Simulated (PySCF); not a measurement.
C₃H₆OSi, SMILES [SiH3]C(=O)C=C. Geometry optimised at ωB97X-D3(BJ)/def2-SVP. One conformer was computed; it need not be the lowest.

Computed equilibrium geometry at ωB97X-D3(BJ)/def2-SVP (PySCF confirms it by a frequency run) as a Z-matrix, and its point group (one conformer of several):
point group Cs.
```
C
O 1 1.2176
C 1 1.4981 2 121.67
C 3 1.3369 1 120.55 2 0.00
H 4 1.0940 3 122.09 1 180.00
H 4 1.0953 5 118.50 3 180.00
H 3 1.0956 4 121.61 5 0.00
Si 1 1.9333 2 116.72 3 180.00
H 8 1.4885 1 107.79 2 59.31
H 8 1.4885 9 109.94 1 117.24
H 8 1.4930 9 109.75 10 120.81
```
